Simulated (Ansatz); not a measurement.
Compare A (`B1COCO1`) with its isomer B (`BOC1CO1`).

Gas-phase electronic energies from Ansatz, PBE0-D4/def2-TZVP geometries. CCSD(T)/CBS is the MP2 limit (def2-TZVPP, def2-QZVPP) plus CCSD(T) − MP2 in def2-TZVPP, frozen cores. DFT in def2-TZVPP. One conformer a species, not always the lowest.

A:

Z-matrix (Å, degrees):
```
C
O 1 1.432
B 1 1.571 2 101.8
H 1 1.102 2 111.1 3 120.0
H 1 1.093 2 108.5 3 -122.5
C 2 1.392 1 108.4 3 -20.5
O 3 1.350 1 107.3 2 10.9
H 3 1.191 1 131.8 2 -169.9
H 6 1.100 2 111.9 1 -94.8
H 6 1.092 2 109.3 1 142.8
```

B:

```xyz
10

B    -1.170   -1.247    0.383
O    -1.107    0.098    0.439
C    -0.156    0.837   -0.246
C     1.261    0.516   -0.186
O     0.685    1.602    0.548
H    -2.053   -1.763    1.000
H    -0.371   -1.866   -0.262
H    -0.592    1.351   -1.099
H     1.925    0.799   -0.998
H     1.578   -0.328    0.420
```

(1) Which is lower in electronic energy at CCSD(T)/CBS, and by how much? (Estimate.)

(2) Give E(B) − E(A) in kJ/mol with r2SCAN-D4, MP2/def2-TZVPP, CCSD(T)/def2-SVP, B2PLYP, CCSD(T)/def2-TZVPP, PBE0-D4, HF/def2-TZVPP. (Estimate.)

(3) Does the order hold for the free energy at 298.15 K (harmonic terms from PBE0-D4)? (Best estimate.)

Largest T1 diagnostic: 0.014.

Results:

(1) Ansatz gave: A, by 125.8 kJ/mol.

(2) The calculation gave: r2SCAN-D4 122.4, MP2/def2-TZVPP 121.3, CCSD(T)/def2-SVP 124.0, B2PLYP 122.4, CCSD(T)/def2-TZVPP 124.2, PBE0-D4 125.9, HF/def2-TZVPP 127.8. None reverses the order clearly.

(3) The calculation gave: Yes: G(B) − G(A) = +114.7 kJ/mol, for one conformer each.

From BLYP to BHLYP (50 % exact exchange), in def2-TZVPP and without D4, E(B) − E(A) moves by +16.2 kJ/mol. In def2-TZVPP, CCSD(T) changes the Hartree–Fock value by −3.6 kJ/mol (the triples alone add −1.5 kJ/mol) and MP2 by −6.5 kJ/mol.
